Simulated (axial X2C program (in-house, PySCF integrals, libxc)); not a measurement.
# RuH: from the spin-free to the two-component result

Calculated with an axial X2C code built on PySCF integrals. Spin-free means the one-electron spin-free X2C Hamiltonian; two-component (2c) means X2C with spin–orbit coupling and atomic mean-field two-electron Coulomb and Gaunt terms, so the difference of the two also holds small scalar two-electron terms. Basis: Ru dyall-cv3z [12s12p8d5f3g], H dyall-v3z [6s2p1d] (cores contracted in-house); Gaussian nuclei, density fitting, unrestricted open shells. Masses: Ru 101.904 u, H 1.008 u.

Spin-free state: M_S = 3/2, Λ = 0 (beyond evenly filled blocks: σα, δ+α, δ-α); fragments Ru + H.

```tsv
level	Re (Å)	ωe (cm⁻¹)	De (eV)	μ (D)
PBE0	1.583	1968.5	2.770	-2.25
HF	1.674	1660.8	1.260	-3.51
MP2	1.565	2002.3	2.448	n/a
CCSD	1.594	1919.2	2.578	n/a
CCSD(T)	1.590	1938.4	2.675	n/a
BP86	1.581	2001.9	3.157	-1.82
BHandHLYP	1.607	1875.3	2.502	-2.66
r2SCAN0	1.586	1971.9	2.764	-2.39
```

Correlated methods: 9 electrons correlated (number of frozen shells: Ru 4 s, 3 p, 1 d; H none), 223 virtual spin orbitals or spinors in MP2, 124 natural virtuals in coupled cluster.

Dipoles are positive if H is the positive end.

Two-component determinant lowest at the distance of the search:

Ω = 3/2 (⟨Sz⟩ = 1.48, ⟨Lz⟩ = 0.02 at HF); fragments Ru + H.

```json
{"level": "PBE0", "Re (Å)": "1.584", "ωe (cm⁻¹)": "1966.0", "μ (D)": "-2.25"}
{"level": "HF", "Re (Å)": "1.675", "ωe (cm⁻¹)": "1659.5", "μ (D)": "-3.52"}
{"level": "MP2", "Re (Å)": "1.567", "ωe (cm⁻¹)": "1997.2", "μ (D)": "n/a"}
{"level": "CCSD", "Re (Å)": "1.596", "ωe (cm⁻¹)": "1911.2", "μ (D)": "n/a"}
{"level": "CCSD(T)", "Re (Å)": "1.592", "ωe (cm⁻¹)": "1928.8", "μ (D)": "n/a"}
{"level": "BP86", "Re (Å)": "1.581", "ωe (cm⁻¹)": "1999.6", "μ (D)": "-1.82"}
{"level": "BHandHLYP", "Re (Å)": "1.608", "ωe (cm⁻¹)": "1872.0", "μ (D)": "-2.67"}
{"level": "r2SCAN0", "Re (Å)": "1.586", "ωe (cm⁻¹)": "1970.5", "μ (D)": "-2.39"}
```

**Question.** From the two tables, how do the constants change at the CCSD(T) level (2c against spin-free)?

**Answer.** At the CCSD(T) level Re rises by 0.002 Å and ωe drops by 9.6 cm⁻¹.

The state is one determinant whose occupation by symmetry is held fixed; it was picked as the lowest of a PBE0 search that is not exhaustive. De is counted from the lowest determinant-based energies of the atoms at the same level, without counterpoise correction. De is not given where an atomic determinant may have missed its ground term or J level, or where the truncated virtual space spoils (T). Density functionals use the spin component along the axis (collinear). CCSD and (T) use frozen natural virtuals with an MP2 correction for the truncation; (T) itself is uncorrected, so its De runs slightly low. Other states lie close and PBE0, whose exact exchange favours high spin, may order them wrongly; the determinant shown need not be the ground state. The nearest other spin-free determinant of the search, M_S = 3/2, Λ = 3, lies 0.36 eV up at the distance of the search. Without a current term, density functionals place determinants with orbital angular momentum somewhat too high. With several unpaired electrons one determinant need not be a pure state. This is the top spin component of a Σ state; components of lower Ω are not single determinants and can lie lower. The determinant is spin-polarised beyond a pure state at some levels (its spin-free form has ⟨S²⟩ too high), which makes Re and μ there less reliable.
